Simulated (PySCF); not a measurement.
**Unknown compound**

An unknown has the formula C6H9FO2Si. Its calculated NMR data are:

$^{1}$H NMR (600 MHz, computed): δ 6.44 (m, 1H), 6.23 (m, 1H), 6.00 (m, 1H), 5.69 (m, 1H), 5.43 (m, 1H), 5.32 (m, 1H), 3.59 (s, 3H).

$^{13}$C{$^{1}$H} NMR (computed): δ 176.5 (C), 148.5 (CH), 137.2 (CH), 125.0 (CH2), 110.5 (C), 52.4 (CH3).

Isolated molecule, single conformer, averaged over atoms made equivalent by symmetry, fast rotation or ring inversion, relativity neglected. Coordinates at the GFN2-xTB level; shieldings: GIAO PBE0/pcSseg-1; PySCF 2.14.

Referencing at the same level of theory: TMS for $^{1}$H (σref 31.72), $^{13}$C (σref 186.93).

**Question.** Deduce the structure.

**Answer.** 
The formula gives 3 degrees of unsaturation (1 ring in the answer). 6 carbon signals for 6 carbons: no two carbons are equivalent. Carbon types of the structure: 2 × C, 2 × CH, 1 × CH2, 1 × CH3, leaving 2 H on heteroatoms. δC 176.5: fully substituted alkene carbon. δC 148.5, 137.2: alkene CH; as expected for a trigonal carbon in a double bond. δC 125.0: terminal =CH2 carbon; an sp2 carbon of a C=C bond. δC 110.5: sp3 carbon bearing two oxygens; 2 electronegative neighbours deshield it. δC 52.4: methyl carbon bonded to O; pulled downfield by the heteroatom. δH 6.44, 6.23: hydrogen on an alkene CH; olefinic region. δH 6.00, 5.69: hydrogen on a terminal =CH2 carbon; attached to an sp2 carbon and in the plane of the double bond.

Structure: SMILES C=C[C@]1(OC)C=C(F)[SiH2]O1.

The data come from this structure; uniqueness wasn't tested.

Splittings by $^{19}$F in the carbon and heteronuclear signals aren't shown, as no couplings were computed. Shifts are as computed. Against solution values, carbons near 30 ppm lie about +3 ppm off and those near 130 ppm about +5 ppm. Of 1309 compounds with measured shifts, 239 miss one by over three times the rms of a fit or turn the order of signals round; such compounds aren't used in these exercises. No couplings were computed; multiplicities are counted from neighbouring protons, with m where these are inequivalent, close in shift, in a saturated or five-membered ring or joined by F or P, and br s for small geminal =CH2 splittings.
